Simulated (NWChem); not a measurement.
Program: NWChem. System: H7NSi2, charge 0, spin multiplicity 1, displaced from the optimised geometry.

The NWChem input:

```
start mol
memory heap 200 mb stack 900 mb global 1100 mb
geometry units angstroms nocenter noautoz
  Si    -0.115891    -0.073053    -1.616143
  N      0.539333     0.329572     0.000000
  Si    -0.115891    -0.073053     1.616143
  H      1.026861    -0.454423    -2.570383
  H     -1.070356    -1.258569    -1.439258
  H     -0.891763     1.080538    -2.279432
  H      1.340143     1.003392     0.000000
  H     -0.891763     1.080538     2.279432
  H      1.026861    -0.454423     2.570383
  H     -1.070356    -1.258569     1.439258
  symmetry group Cs
end
basis spherical
  * library def2-svp
end
dft
  xc becke88 perdew86
  semidirect memsize 60000000 filesize 0
  iterations 100
  convergence nodiis damp 40
end
task dft gradient
```

The output up to the point where the run's verdict is printed (cleaned and shortened):

```
             Northwest Computational Chemistry Package (NWChem) 7.3.0
             --------------------------------------------------------

                                NWChem Input Module
                                -------------------

 Scaling coordinates for geometry "geometry" by  1.889725989
 (inverse scale =  0.529177249)

 Turning off AUTOSYM since
 SYMMETRY directive was detected!

                             Geometry "geometry" -> ""
                             -------------------------

 Output coordinates in angstroms (scale by  1.889725989 to convert to a.u.)

  No.       Tag          Charge          X              Y              Z
 ---- ---------------- ---------- -------------- -------------- --------------
    1 Si                  14.0000    -0.11589100    -0.07305300    -1.61614300
    2 N                    7.0000     0.53933300     0.32957200     0.00000000
    3 Si                  14.0000    -0.11589100    -0.07305300     1.61614300
    4 H                    1.0000     1.02686100    -0.45442300    -2.57038300
    5 H                    1.0000    -1.07035600    -1.25856900    -1.43925800
    6 H                    1.0000    -0.89176300     1.08053800    -2.27943200
    7 H                    1.0000     1.34014300     1.00339200     0.00000000
    8 H                    1.0000    -0.89176300     1.08053800     2.27943200
    9 H                    1.0000     1.02686100    -0.45442300     2.57038300
   10 H                    1.0000    -1.07035600    -1.25856900     1.43925800

 Effective nuclear repulsion energy (a.u.)     151.3885288267

            Nuclear Dipole moment (a.u.)
            ----------------------------
        X                 Y               Z
 ---------------- ---------------- ----------------
     0.0000188973     0.0000075589     0.0000000000

      Symmetry information
      --------------------

 Group name             Cs
 Group number              2
 Group order               2
 No. of unique centers     6

      Symmetry unique atoms

     1    2    4    5    6    7


 Summary of "ao basis" -> "" (spherical)
[...]
 d= 0,ls=0.5         52   -618.9724666003 -1.66D+01  3.12D-01              19.5
 d= 0,ls=0.5         53   -602.3301110244  1.66D+01  3.12D-01              19.8
 d= 0,ls=0.5         54   -618.9724666003 -1.66D+01  3.12D-01              20.2
 d= 0,ls=0.5         55   -602.3301110244  1.66D+01  3.12D-01              20.6
 d= 0,ls=0.5         56   -618.9724666003 -1.66D+01  3.12D-01              20.9
 d= 0,ls=0.5         57   -602.3301110244  1.66D+01  3.12D-01              21.3
 d= 0,ls=0.5         58   -618.9724666003 -1.66D+01  3.12D-01              21.6
 d= 0,ls=0.5         59   -602.3301110244  1.66D+01  3.12D-01              22.0
 d= 0,ls=0.5         60   -618.9724666003 -1.66D+01  3.12D-01              22.3
 d= 0,ls=0.5         61   -602.3301110244  1.66D+01  3.12D-01              22.7
 d= 0,ls=0.5         62   -618.9724666003 -1.66D+01  3.12D-01              23.0
 d= 0,ls=0.5         63   -602.3301110244  1.66D+01  3.12D-01              23.4
 d= 0,ls=0.5         64   -618.9724666003 -1.66D+01  3.12D-01              23.8
 d= 0,ls=0.5         65   -602.3301110244  1.66D+01  3.12D-01              24.1
 d= 0,ls=0.5         66   -618.9724666003 -1.66D+01  3.12D-01              24.5
 d= 0,ls=0.5         67   -602.3301110244  1.66D+01  3.12D-01              24.8
 d= 0,ls=0.5         68   -618.9724666003 -1.66D+01  3.12D-01              25.2
 d= 0,ls=0.5         69   -602.3301110244  1.66D+01  3.12D-01              25.5
 d= 0,ls=0.5         70   -618.9724666003 -1.66D+01  3.12D-01              25.9
 d= 0,ls=0.5         71   -602.3301110244  1.66D+01  3.12D-01              26.2
 d= 0,ls=0.5         72   -618.9724666003 -1.66D+01  3.12D-01              26.6
 d= 0,ls=0.5         73   -602.3301110244  1.66D+01  3.12D-01              26.9
 d= 0,ls=0.5         74   -618.9724666003 -1.66D+01  3.12D-01              27.3
 d= 0,ls=0.5         75   -602.3301110244  1.66D+01  3.12D-01              27.6
 d= 0,ls=0.5         76   -618.9724666003 -1.66D+01  3.12D-01              28.0
 d= 0,ls=0.5         77   -602.3301110244  1.66D+01  3.12D-01              28.4
 d= 0,ls=0.5         78   -618.9724666003 -1.66D+01  3.12D-01              28.7
 d= 0,ls=0.5         79   -602.3301110244  1.66D+01  3.12D-01              29.1
 d= 0,ls=0.5         80   -618.9724666003 -1.66D+01  3.12D-01              29.4
 d= 0,ls=0.5         81   -602.3301110244  1.66D+01  3.12D-01              29.8
 d= 0,ls=0.5         82   -618.9724666003 -1.66D+01  3.12D-01              30.1
 d= 0,ls=0.5         83   -602.3301110244  1.66D+01  3.12D-01              30.5
 d= 0,ls=0.5         84   -618.9724666003 -1.66D+01  3.12D-01              30.8
 d= 0,ls=0.5         85   -602.3301110244  1.66D+01  3.12D-01              31.2
 d= 0,ls=0.5         86   -618.9724666003 -1.66D+01  3.12D-01              31.5
 d= 0,ls=0.5         87   -602.3301110244  1.66D+01  3.12D-01              31.9
 d= 0,ls=0.5         88   -618.9724666003 -1.66D+01  3.12D-01              32.3
 d= 0,ls=0.5         89   -602.3301110244  1.66D+01  3.12D-01              32.6
 d= 0,ls=0.5         90   -618.9724666003 -1.66D+01  3.12D-01              33.0
 d= 0,ls=0.5         91   -602.3301110244  1.66D+01  3.12D-01              33.3
 d= 0,ls=0.5         92   -618.9724666003 -1.66D+01  3.12D-01              33.7
 d= 0,ls=0.5         93   -602.3301110244  1.66D+01  3.12D-01              34.0
 d= 0,ls=0.5         94   -618.9724666003 -1.66D+01  3.12D-01              34.4
 d= 0,ls=0.5         95   -602.3301110244  1.66D+01  3.12D-01              34.8
 d= 0,ls=0.5         96   -618.9724666003 -1.66D+01  3.12D-01              35.1
 d= 0,ls=0.5         97   -602.3301110244  1.66D+01  3.12D-01              35.5
 d= 0,ls=0.5         98   -618.9724666003 -1.66D+01  3.12D-01              35.8
 d= 0,ls=0.5         99   -602.3301110244  1.66D+01  3.12D-01              36.2
 d= 0,ls=0.5        100   -618.9724666003 -1.66D+01  3.12D-01              36.5
```

The run did not converge; its last values are not results. The next line reads: Calculation failed to converge. NWChem stopped with the message: dft gradient failed.
